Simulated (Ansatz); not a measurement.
Input and output for BGaH₆OSi (`[OH][GaH][BH][SiH3]`).

```yaml
crystal:
  periodic: [false, false, false]
  atoms:
    - {symbol: O, position_ang: [-2.074369, 1.328935, -1.212928]}
    - {symbol: Ga, position_ang: [-0.801711, 1.451794, 0.036272]}
    - {symbol: B, position_ang: [0.917671, 0.277181, -0.192727]}
    - {symbol: Si, position_ang: [0.991012, -1.578752, 0.425810]}
    - {symbol: H, position_ang: [-2.797631, 1.836492, -1.079246]}
    - {symbol: H, position_ang: [-1.148783, 2.588345, 1.138463]}
    - {symbol: H, position_ang: [1.853935, 0.634792, -0.813102]}
    - {symbol: H, position_ang: [0.571554, -2.452200, -0.714075]}
    - {symbol: H, position_ang: [0.036526, -1.911044, 1.587498]}
    - {symbol: H, position_ang: [2.387260, -2.064052, 0.864648]}
basis:
  gaussian: {orbitals: aug-pcseg-2}
hamiltonian: {xc: {name: SPW92}}
scf: {lower_state_search: off}
output: {forces: true}
```

```sh
$ ansatz run in.yaml --threads 4 --pin off --events-out ev --progress --plain --max-ram 10444MiB
```

Output, abridged:

```
Functional definition: SPW92
1539 factors; their error is unknown
mean field evaluation 1: about -62928.9631 eV, gradient 8.2e1 eV
mean field evaluation 2: about -62817.3273 eV, gradient 2.0e2 eV
mean field evaluation 4: about -62939.9305 eV, gradient 2.1e1 eV
mean field evaluation 8: about -62941.2096 eV, gradient 2.2e-1 eV
mean field evaluation 16: about -62941.1700 eV, gradient 1.5e-4 eV
mean field -62941.17003147 eV, -2313.0453355992 hartree, gradient 2.8e-6 eV, S^2 0.000000; 0 other end points of the search recorded, 0 dependent functions left out
reference -62941.17010590 eV, -2313.0453383344 hartree; 32, 32 occupied and 307, 307 virtual orbitals, 1539 factors
Total energy: -62941.17010590 eV, -2313.0453383344 hartree
Atom 0 at    -2.074369     1.328935    -1.212928 Å, force     4.159461    -3.005607    -0.702031 eV/Å
Atom 1 at    -0.801711     1.451794     0.036272 Å, force     0.381859     0.392544     0.177220 eV/Å
Atom 2 at     0.917671     0.277181    -0.192727 Å, force    -1.153421     0.095465     0.039831 eV/Å
Atom 3 at     0.991012    -1.578752     0.425810 Å, force     0.235914    -0.672996     1.212173 eV/Å
Atom 4 at    -2.797631     1.836492    -1.079246 Å, force    -3.992104     2.867071     0.798872 eV/Å
Atom 5 at    -1.148783     2.588345     1.138463 Å, force     0.130424    -0.504266    -0.329831 eV/Å
Atom 6 at     1.853935     0.634792    -0.813102 Å, force     0.470587     0.422804    -0.286173 eV/Å
Atom 7 at     0.571554    -2.452200    -0.714075 Å, force    -0.044799     0.038366    -0.198549 eV/Å
Atom 8 at     0.036526    -1.911044     1.587498 Å, force     0.349869     0.142075    -0.482743 eV/Å
Atom 9 at     2.387260    -2.064052     0.864648 Å, force    -0.537791     0.224544    -0.228767 eV/Å
Dipole moment:     0.084285     0.115927     0.147726 e Å
Checks for a lower state left out: stability, starts, cluster_reference, orbital_swaps, neighbouring_geometries, increment
```

It took 2.6 s on 4 threads of an Arm Neoverse V2 on a shared host, with 0.58 GiB of host memory at the peak.
